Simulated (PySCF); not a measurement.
C₂H₅Se, SMILES [CH2][Se]C, multiplicity 2. Geometry: PBE-D3(BJ)/def2-SVP. The isomer is the one that the SMILES or the coordinates give; other isomers of the formula were not compared.

All values below come from PBE-D3(BJ)/def2-SVP (PySCF).

Harmonic wavenumbers (cm⁻¹): 126, 193, 235, 342, 590, 701, 803, 868, 918, 1239, 1303, 1383, 1397, 2987, 3086, 3102, 3112, 3227. Rotational constants (GHz): 12.94, 7.218, 4.789; symmetry number 1.

Problem. Work out the zero-point energy and the ideal-gas rigid-rotor harmonic-oscillator thermochemistry at 298.15 K and 1 atm.

Solution. ZPE = ½ Σ hcν = ½ × 25613 cm⁻¹ = 36.62 kcal/mol. H − E(el) = 40.64 kcal/mol. Entropy in cal/(mol K): translation 39.95, rotation 24.09, vibration 9.61, spin 1.38, total 75.03. G − E(el) = 18.27 kcal/mol. Cp = 19.20 cal/(mol K). Modes under 150 cm⁻¹ make the vibrational entropy uncertain.
